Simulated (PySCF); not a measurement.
**C3H2F6: full NMR table**

```yaml
Formula: C3H2F6
SMILES: FCC(F)(F)C(F)(F)F
Point_group_of_the_computed_structure: Cs
Degrees_of_unsaturation: 0
Carbon_signals: 3
Proton_signals: 1
```

Bonds (- single, = double, # triple, : aromatic): F1-C2 1.357 Å, C2-C3 1.516 Å, C3-F4 1.344 Å, C3-F5 1.344 Å, C3-C6 1.539 Å, C6-F7 1.331 Å, C6-F8 1.320 Å, C6-F9 1.331 Å. C2 carries H10, H11.

[PySCF: PBE0-D3(BJ)/def2-SVP structure; J couplings at B3LYP/pcJ-1 (spin–dipole term only in couplings to heteroatoms); σ from GIAO-KT3/pcSseg-2; relativity neglected; a single conformation; fast rotation and ring inversion assumed for equivalent nuclei; in vacuum]

References, each an isolated molecule treated in the same way: 1H (σref 31.35) and 13C (σref 181.31) against TMS; CFCl3 for 19F (σref 146.91).

| carbon | δC, type | δH (multiplicity, J in Hz) | HMBC from (abs. J ≥ 3 Hz) | span of the C tensor (ppm) |
| --- | --- | --- | --- | --- |
| C2 | 81.5, CH2 | 4.64 (dtq, 53.2, 16.5, 1.2) | – | 70 |
| C3 | 118.7, C | – | – | 38 |
| C6 | 127.2, C | – | – | 21 |

Other nuclei:
| atoms | nucleus | environment | δ (ppm) | σ (ppm) |
| --- | --- | --- | --- | --- |
| F7/F8/F9 | 19F | fluorine of a CF3 group | -112.7 | 259.6 |
| F4/F5 | 19F | fluorine of a CF2 group | -159.6 | 306.5 |
| F1 | 19F | fluorine on an sp3 carbon | -286.6 | 433.6 |

Selected couplings (Hz, signed; the shortest-range and largest first, 30 at most; isotopes 13C, 19F, 1H): 1J(C6,F7) -354.8, 1J(C3,F4) -314.1, 1J(F1,C2) -258.1, 1J(C2,H10) 157.8, 2J(F1,H10) 53.2, 2J(C3,F7) 37.8, 2J(F4,C6) 33.1, 2J(C2,F4) 21.1, 2J(F1,C3) 16.4, 3J(F4,H10) 16.5, 3J(F1,F4) -15.4, 3J(F4,F7) -4.4, 3J(F1,C6) 3.7, 4J(F1,F7) 4.8, 4J(F7,H10) 1.2.

- Carbon types of the structure: 2 × C, 1 × CH2, which accounts for all hydrogens.
- δC 127.2: CF3 carbon; 3 electronegative neighbours deshield it.
- δC 118.7: fully substituted sp3 carbon bonded to 2 F; 2 electronegative neighbours deshield it.
- δC 81.5: sp3 CH2 bonded to F; pulled downfield by the heteroatom.
- δH 4.64: hydrogen on an sp3 CH2 bonded to F; its carbon carries F, an electronegative neighbour.

Common functionals overestimate the size of one-bond C–F couplings by tens of Hz; these are unscaled. Multiplet labels drop couplings under 1 Hz and merge nearly equal ones. Shifts are as computed, not scaled to solution data. Of 246 compounds with measured shifts, 49 miss one by over three times the rms of a fit or turn the order of signals round; such compounds aren't used in these exercises. Unscaled 19F shifts against computed CFCl3 carry errors that often reach 10 to 50 ppm. 3J across rotatable bonds or in flexible rings reflects this conformer alone.
